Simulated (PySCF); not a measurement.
A run for PySCF: R-B3LYP/6-311+G** on CH6Si (SMILES C[SiH3]).

```python
from pyscf import gto, scf, dft, mp
from pyscf.data.elements import chemcore

mol = gto.M(
    atom='''
    C    -0.66586273   -0.13482019    6.05282813
    Si   -0.00554629   -0.01327079    4.29858448
    H    -0.58055308    0.82348244    6.56882269
    H    -0.10908769   -0.87692630    6.62828529
    H    -1.71791467   -0.42642576    6.05614844
    H    -0.78215185    0.99344035    3.53498064
    H    -0.14023301   -1.32313966    3.61620415
    H     1.42077031    0.38242522    4.31051250
    ''',
    basis='6-311+g**',
    charge=0, spin=0, verbose=3, max_memory=1800)
mf = dft.RKS(mol, xc='b3lyp')
mf.conv_tol = 1e-8
mf.max_cycle = 100
mf.kernel()
if not mf.converged:
    mf = mf.newton().run(mf.mo_coeff, mf.mo_occ)
```

The log:

```
converged SCF energy = -331.253486489927
```

The calculation finished and met its thresholds.

Cost: about 2.1 core-seconds (a rough figure).
